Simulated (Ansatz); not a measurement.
`CO[Si](F)(F)F` and `FB(F)[Si](F)(F)F` differ in one atom or group.

Ansatz, PBE0-D4/def2-TZVP geometries, multiplicity 1. Each molecule was computed in one conformer, which needn't be the lowest.

```json
{"property": "HOMO–LUMO gap (PBE/def2-TZVPP) / eV", "`CO[Si](F)(F)F`": "7.52"}
{"property": "LUMO energy (ωB97M-V/def2-TZVPP) / eV", "`CO[Si](F)(F)F`": "2.42"}
{"property": "LUMO energy (PBE/def2-TZVPP) / eV", "`CO[Si](F)(F)F`": "-0.22"}
{"property": "LUMO energy (PBE0/def2-TZVPP) / eV", "`CO[Si](F)(F)F`": "0.77"}
{"property": "HOMO energy (PBE/def2-TZVPP) / eV", "`CO[Si](F)(F)F`": "-7.74"}
{"property": "HOMO–LUMO gap (ωB97M-V/def2-TZVPP) / eV", "`CO[Si](F)(F)F`": "14.27"}
```

Q: What does the change do to each property? (An estimate is asked.)

A: Ansatz gave: 
```tsv
property	`FB(F)[Si](F)(F)F`	shift
HOMO–LUMO gap (PBE/def2-TZVPP) / eV	5.76	-1.76
LUMO energy (ωB97M-V/def2-TZVPP) / eV	0.19	-2.23
LUMO energy (PBE/def2-TZVPP) / eV	-2.83	-2.61
LUMO energy (PBE0/def2-TZVPP) / eV	-1.90	-2.67
HOMO energy (PBE/def2-TZVPP) / eV	-8.60	-0.86
HOMO–LUMO gap (ωB97M-V/def2-TZVPP) / eV	12.63	-1.64
```

With PBE0 the HOMO falls by 0.80 eV and the LUMO falls by 2.67 eV, so the gap narrows by about 1.87 eV. PBE moves the HOMO by -0.86 eV and ωB97M-V by -0.60 eV.
